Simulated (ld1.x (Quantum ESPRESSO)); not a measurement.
## lanthanum (La), TM: configuration errors across variants

- Element: La
- Generator: ld1.x (Quantum ESPRESSO) 7.5
- Type: norm-conserving Troullier–Martins (Kleinman–Bylander form)
- Functional: PBE
- Relativity: fully relativistic
- Frozen core: [Xe]
- Valence charge: 3
- Reference configuration: 4f0 5d1 6s2 6p0
- Partial waves: 6p (bound, empty): rc 4.20 bohr; 5d (bound): rc 3.60 bohr; 4f (bound, empty): rc 1.25 bohr; 6s (bound): rc 3.60 bohr
- Local potential: the s channel
- Core correction: Bessel-smoothed model core inside 1.20 bohr

Open shells are filled in proportion to 2j + 1 (rel_dist='average').

All-electron excitation energies from the reference (eV): (1) 4f0 5d1 6s1 6p0 5.966; (2) 4f0 5d1 6s0 6p0 16.852; (3) 4f0 5d1 6s1.5 6p0 2.399; (4) 4f0 5d1 6s1 6p1 2.370; (5) 4f0 5d0 6s2 6p1 2.293; (6) 4f0 5d1 6s0 6p2 4.830.

Tests that are not counted but printed errors over 1 eV. “base”: 4f1 5d0 6s2 6p0 (solver errors, printed error -39.9 eV). “wave 6s (bound): rc 3.60 bohr becomes 6s (bound): rc 2.78 bohr”: 4f1 5d0 6s2 6p0 (solver errors, printed error -39.4 eV). “wave 6s (bound): rc 3.60 bohr becomes 6s (bound): rc 3.44 bohr”: 4f1 5d0 6s2 6p0 (solver errors, printed error -39.8 eV). “wave 6s (bound): rc 3.60 bohr becomes 6s (bound): rc 4.46 bohr”: 4f1 5d0 6s2 6p0 (solver errors, printed error -68.3 eV). “wave 6s (bound): rc 3.60 bohr becomes 6s (bound): rc 4.90 bohr”: 4f1 5d0 6s2 6p0 (solver errors, printed error -67.2 eV).

1 further variants failed, have other tests or too few solved ones, and are left out.

Errors AE − PS in meV (a dash: test not solved or not reliable):

| change | (1) | (2) | (3) | (4) | (5) | (6) | bound ghosts |
| --- | --- | --- | --- | --- | --- | --- | --- |
| base | -5.2 | -53 | -0.8 | -5.8 | -123 | -26 | none |
| wave 6s (bound): rc 3.60 bohr becomes 6s (bound): rc 2.78 bohr | +2.6 | -60 | +1.0 | -6.3 | -53 | -41 | none |
| wave 6s (bound): rc 3.60 bohr becomes 6s (bound): rc 3.44 bohr | -4.9 | -53 | -0.7 | -5.9 | -119 | -27 | none |
| wave 6s (bound): rc 3.60 bohr becomes 6s (bound): rc 4.46 bohr | -4.6 | -68 | -0.4 | -8.2 | -107 | -38 | none |
| wave 6s (bound): rc 3.60 bohr becomes 6s (bound): rc 4.90 bohr | -4.6 | -93 | -0.2 | -12 | -91 | -56 | none |
| wave 6s (bound): rc 3.60 bohr becomes 6s (bound): rc 5.42 bohr | -6.1 | -153 | +0.2 | -19 | -64 | -94 | none |

Question: Give the same row for: wave 6s (bound): rc 3.60 bohr becomes 6s (bound): rc 3.80 bohr.

Answer: -5.3, -53, -0.8, -5.8, -123, -26; bound ghosts: none. Not counted: 4f1 5d0 6s2 6p0 (pseudo-atom not self-consistent, printed error -70.6 eV).
